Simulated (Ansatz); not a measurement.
`[Cl][Ti]([Cl])([Cl])[SeH]`. Total charge 0; spin multiplicity 1. Geometry: relaxed with PBE0-D4/def2-TZVP. It is one conformer, not always the lowest.

```xyz
6

Cl    1.265    1.335   -1.336
Ti    0.489   -0.189    0.001
Cl    1.234   -2.163   -0.469
Cl    0.890    0.381    2.058
Se   -1.871   -0.391   -0.317
H    -2.008    1.027    0.064
```

Q: What is the dipole moment at r2SCAN/def2-TZVPP? (Best estimate.)

A: The calculation gave: 0.81 D, with components (-0.75, 0.29, 0.00) D in this frame, pointing from negative to positive charge.

Q: And with PBE, B3LYP, ωB97M-V? (Estimate.)

A: Ansatz gave: PBE 0.79 D, B3LYP 0.84 D, ωB97M-V 0.74 D.

Q: Give the Mulliken charges with r2SCAN, ωB97M-V, B3LYP in def2-TZVPP. (An estimate is asked.)

A: Computed: 
```tsv
atom	r2SCAN	ωB97M-V	B3LYP
Cl1	-0.19	-0.14	-0.20
Ti2	0.57	0.39	0.57
Cl3	-0.18	-0.13	-0.18
Cl4	-0.19	-0.14	-0.20
Se5	-0.07	-0.05	-0.05
H6	0.07	0.09	0.06
```

B3LYP here is the variant with VWN-RPA as its local correlation; programs differ in this.
